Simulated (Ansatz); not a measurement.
Reactions of C₆H₁₂O₂ (`CCCC(=O)OCC`).

Gas-phase electronic energies from Ansatz, PBE0-D4/def2-TZVP geometries. CCSD(T)/CBS adds triple-zeta CCSD(T) − MP2 to the extrapolated MP2 energy (def2 sets, frozen cores). This one scheme is used for every species, atoms too. For atomizations the MP2-based limit and the directly extrapolated one differ by several kJ/mol either way, and by 10 to 25 for some Ge, Se and Sn compounds, so smaller differences from it don't rank the levels. No spin–orbit coupling; open shells (•) take unrestricted orbitals. Spin–orbit coupling would lower the free atoms: a little for C, O. One conformer a species, not always the lowest.

Question: Order these by ΔE at CCSD(T)/CBS, lowest first. (Best estimate.)
A. `CCCC(=O)OCC` + `BN[SiH2]F` → `BN(C)[SiH2]F` + `CCCC(=O)OC`
B. `CCCC(=O)OCC` + `C=C` → `C=CCCC(=O)OCC` + CH₄
C. `CCCC(=O)OCC` → `CCCCOC(C)=O`
D. `CCCC(=O)OCC` → `CCCC(=O)OC` + `[CH2]` (triplet)
E. `CCCC(=O)OCC` → 6 C• + 12 H• + 2 O•

Answer: B (-0.19 eV), C (+0.02 eV), A (+0.49 eV), D (+4.64 eV), E (+85.54 eV).

Largest T1 diagnostic: 0.013, for `C=CCCC(=O)OCC`.
